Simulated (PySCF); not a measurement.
Calculation: PBE-D3(BJ)/def2-TZVP // r2SCAN-D4/def2-SVP (PySCF). All species are isolated molecules in the gas phase. 

Reference species: [Zr(Cl)4] (neutral, multiplicity 1).

* **charge on the central atom (Mulliken)**: 1.20 e
* **HOMO–LUMO gap**: 4.82 eV
* **LUMO**: -3.52 eV
* **HOMO**: -8.34 eV

After one change: the charge on the central atom (Mulliken) increases by 0.43 e; the HOMO–LUMO gap goes up by 3.07 eV; the LUMO goes up by 1.26 eV; the HOMO drops by 1.81 eV.

Task: Name the change that produced these shifts. The new species is one of these.
A. [Zr(F)4]
B. [Zr(Cl)3(F)]
C. [Zr(Cl)(F)3]
D. [Zr(Cl)2(F)2]

Result: A, [Zr(F)4]
